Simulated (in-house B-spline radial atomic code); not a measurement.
**Binding energies in neutral chlorine**

NIST's tabulated ground configuration is [Ne] 3s2 3p5; each binding energy is the energy of the ion with one electron taken from that subshell, relaxed, less that of the parent. Level of theory: Dirac-Hartree-Fock, average of configuration, Fermi nucleus of rms radius 3.3654 fm; calculated with an all-electron radial atomic-structure program (B-spline basis). Energies include first-order Breit, QED and recoil terms.

```tsv
subshell	X-ray name	binding energy (eV)	-ε (eV)	relaxation (eV)
1s	K	2831.2	2865.1	31.2
2s	L1	280.7	290.5	9.7
3s	M1	27.96	29.38	1.40
3p	M2,3	12.65	13.76	1.11
```

Relaxation = -ε minus the binding energy without Breit, QED and recoil terms.

Problem. What does it cost to remove two 3p electrons?

Solution. 36.954 eV, which is 11.65 eV more than the two single binding energies together.

Problem. What does it cost to remove both a 1s and a 3p electron?

Solution. 2858.7 eV, which is 14.89 eV more than the two single binding energies together.

Problem. What does it cost to remove both a 2s and a 3p electron?

Solution. 307.69 eV, which is 14.35 eV more than the two single binding energies together.
